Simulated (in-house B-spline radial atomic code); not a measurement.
Ionisation energies with and without relativity, with size and susceptibility from the Dirac run. Dirac energy differences include first-order Breit, QED and recoil terms. NIST's values go from ground level to ground level; the uncertainty of those that are theory runs from under 0.1 % in few-electron ions to several per cent in heavy many-electron ones. Computed with an all-electron radial atomic-structure program (B-spline basis): non-relativistic Hartree-Fock and Dirac-Hartree-Fock, averages of the configuration (point nuclei without relativity, finite nuclei with it).

Some pairs differ by more than the removed electron.

| ion | configuration | configuration after | ionisation non-relativistic (eV) | ionisation Dirac Breit and QED (eV) | tabulated value (eV) | tabulated kind | radius at density 0.001 (bohr) | diamagnetic susceptibility (10⁻⁶ cm³/mol) |
| --- | --- | --- | --- | --- | --- | --- | --- | --- |
| He | 1s2 | 1s1 | 23.448 | 23.443 | 24.58739 | measured | 2.5 | -1.8766 |
| Se | [Ar] 3d10 4s2 4p4 | [Ar] 3d10 4s2 4p3 | 9.940 | 9.906 | 9.752368 | measured | 4.283 | -32.466 |
| La | [Xe] 5d1 6s2 | [Xe] 5d2 | ? | ? | ? | measured | ? | ? |
| Dy | [Xe] 4f10 6s2 | [Xe] 4f10 6s1 | ? | ? | ? | measured | ? | ? |
| W | [Xe] 4f14 5d4 6s2 | [Xe] 4f14 5d4 6s1 | 5.942 | 6.895 | 7.86403 | measured | 4.863 | -56.52 |

Problem. Fill in the row of La.

Solution. ionisation non-relativistic (eV): 3.883; ionisation Dirac Breit and QED (eV): 4.910; tabulated value (eV): 5.5769; radius at density 0.001 (bohr): 5.544; diamagnetic susceptibility (10⁻⁶ cm³/mol): -79.984.

Problem. Fill in the row of Dy.

Solution. ionisation non-relativistic (eV): 4.624; ionisation Dirac Breit and QED (eV): 4.913; tabulated value (eV): 5.939061; radius at density 0.001 (bohr): 5.266; diamagnetic susceptibility (10⁻⁶ cm³/mol): -65.732.
